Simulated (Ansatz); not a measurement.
`O[SiH2]C[SiH](O)O` + H₂S → `O[SiH2]CS` + `O[SiH2]O`  (substitution at a C–Si bond)

Isolated molecules relaxed with PBE0-D4/def2-TZVP in Ansatz; ΔE leaves out vibrations. CCSD(T)/CBS adds triple-zeta CCSD(T) − MP2 to the extrapolated MP2 energy (def2 sets, frozen cores). This one scheme is used for every species. DFT in def2-TZVPP. B3LYP here is the variant with VWN-RPA as its local correlation; programs differ in this. Each species was taken in one conformer, which may not be the lowest.

| level | ΔE (kJ/mol) | difference from CCSD(T)/CBS |
| --- | --- | --- |
| r2SCAN-D4 | 81.1 | 3.2 |
| B3LYP-D4 | 77.7 | -0.2 |
| ωB97X-V | 77.7 | -0.2 |
| B2PLYP | 74.4 | -3.5 |
| PBE | 71.5 | -6.4 |
| PBE0 | 74.9 | -3.0 |
| B3LYP | 71.3 | -6.6 |
| HF/def2-TZVPP | 68.9 | -9.0 |
| MP2/def2-TZVPP | 78.9 | 1.0 |
| SCS-MP2/def2-TZVPP | 73.9 | -4.0 |
| CCSD(T)/def2-TZVPP | 79.7 | 1.8 |
| HF/def2-QZVPP | 68.3 | -9.6 |
| MP2/def2-QZVPP | 77.6 | -0.3 |
| SCS-MP2/def2-QZVPP | 72.8 | -5.1 |
| HF/CBS(def2) | 68.3 | -9.6 |
| MP2/CBS(def2) | 77.0 | -0.9 |
| CCSD(T)/CBS | 77.9 | 0 |

Largest T1 diagnostic among the species: 0.011.

The D4 term adds +6.5 kJ/mol with B3LYP and +3.9 kJ/mol with PBE0; it sums over pairs of atoms, weighted by their polarisabilities, and B3LYP, whose exchange is more repulsive, gets the larger term. From PBE to PBE0 (25 % exact exchange), in def2-TZVPP and without D4, ΔE moves by +3.3 kJ/mol.
